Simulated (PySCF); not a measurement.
GaF(OH) (doublet). All numbers come from PySCF, UPBE0, basis Ga def2-TZVP, F def2-TZVP, O def2-TZVP, H def2-TZVP (no relativity, density fitting).

Harmonic bands of its minimum:

| ω (cm⁻¹) | IR (km/mol) |
| --- | --- |
| 182 | 9.8 |
| 319 | 81.2 |
| 637 | 36.6 |
| 676 | 135 |
| 809 | 93.2 |
| 3886 | 78.0 |

**Question.** The central atom is Ga. Infer the point group and assign the bands.

**Answer.** Cs. The modes span 5a' + a'': 182 a', 319 a'', 637 a', 676 a', 809 a', 3886 a'. The computed geometry has Ga–F 1.759 Å, Ga–O 1.795 Å, O–H 0.961 Å; F–Ga–O 114.7°, Ga–O–H 113.7°.

Only a few start shapes were tried, so a lower isomer may exist.
